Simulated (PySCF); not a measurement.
PySCF input for Cl₂Se, SMILES Cl[Se]Cl (connectivity only; charge and spin as stated), charge -1, multiplicity 2, IEF-PCM-PBE0/def2-SVPD. Geometry optimised at B3LYP-D3(BJ)/def2-SVPD. The spin state was assumed, not searched. The isomer is the one that the SMILES or the coordinates give; other isomers of the formula were not compared.

```python
import numpy as np
from pyscf import gto, scf, dft
from pyscf.solvent import pcm

mol = gto.M(
    atom='''
    Se    0.00000000    0.00000000    0.10547900
    Cl    0.00000000   -2.46465959   -0.10547900
    Cl    0.00000000    2.46465959   -0.10547900
    ''',
    basis='def2-SVPD',
    charge=-1,
    spin=1,
    max_memory=1600,
    verbose=3,
)
mf = dft.UKS(mol, xc='pbe0').density_fit(auxbasis='def2-universal-jkfit')
mf.grids.level = 3
mf.conv_tol = 1e-9
mf.max_cycle = 100
mf.kernel()
fine, coarse = mf.grids, dft.Grids(mol).set(level=1).build(with_non0tab=True)
for _ in range(3):  # follow internal instabilities
    mf.grids = coarse
    mo, _, stable, _ = mf.stability(return_status=True, nroots=4)
    mf.grids = fine
    if stable:
        break
    mf.kernel(mf.make_rdm1(mo, mf.mo_occ))
res = {}
for name, eps in {'water': 78.355, 'tetrahydrofuran': 7.4257, 'benzene': 2.2706}.items():
    s = mf.PCM()
    s.with_solvent.method, s.with_solvent.eps, s.with_solvent.lebedev_order = 'IEF-PCM', eps, 29
    s.kernel(mf.make_rdm1())
    res[name] = (s.e_tot, eps, s.dip_moment(), s.mo_energy, s.converged)
    print(f'{name}: electrostatic solvation free energy {(s.e_tot - mf.e_tot) * 627.509474:.3f} kcal/mol')
```

Log of the run:

```

WARN: HOMO -0.253677309480174 >= LUMO -0.253677309480175

converged SCF energy = -3320.89918421499  <S^2> = 0.75370863  2S+1 = 2.0037052
<class 'pyscf.df.df_jk.DFUKS'> wavefunction is stable in the internal stability analysis

WARN: PCM is an experimental feature. It is still in testing.
Features and APIs may be changed in the future.

converged SCF energy = -3320.97910787331  <S^2> = 0.75363473  2S+1 = 2.0036314

WARN: System has nonzero charge -1; the dipole moment is origin-dependent.
Location of origin: [0. 0. 0.]

Dipole moment(X, Y, Z, Debye):  0.00000, -0.00000,  0.47681
water: electrostatic solvation free energy -50.153 kcal/mol

WARN: PCM is an experimental feature. It is still in testing.
Features and APIs may be changed in the future.

converged SCF energy = -3320.96908832001  <S^2> = 0.75363991  2S+1 = 2.0036366

WARN: System has nonzero charge -1; the dipole moment is origin-dependent.
Location of origin: [0. 0. 0.]

Dipole moment(X, Y, Z, Debye):  0.00000, -0.00000,  0.45407
tetrahydrofuran: electrostatic solvation free energy -43.865 kcal/mol

WARN: PCM is an experimental feature. It is still in testing.
Features and APIs may be changed in the future.

converged SCF energy = -3320.94418342701  <S^2> = 0.75365854  2S+1 = 2.0036552

WARN: System has nonzero charge -1; the dipole moment is origin-dependent.
Location of origin: [0. 0. 0.]

Dipole moment(X, Y, Z, Debye):  0.00000, -0.00000,  0.41900
benzene: electrostatic solvation free energy -28.237 kcal/mol
```

The calculation finished and met its thresholds.

Cost: roughly 70 core-seconds.
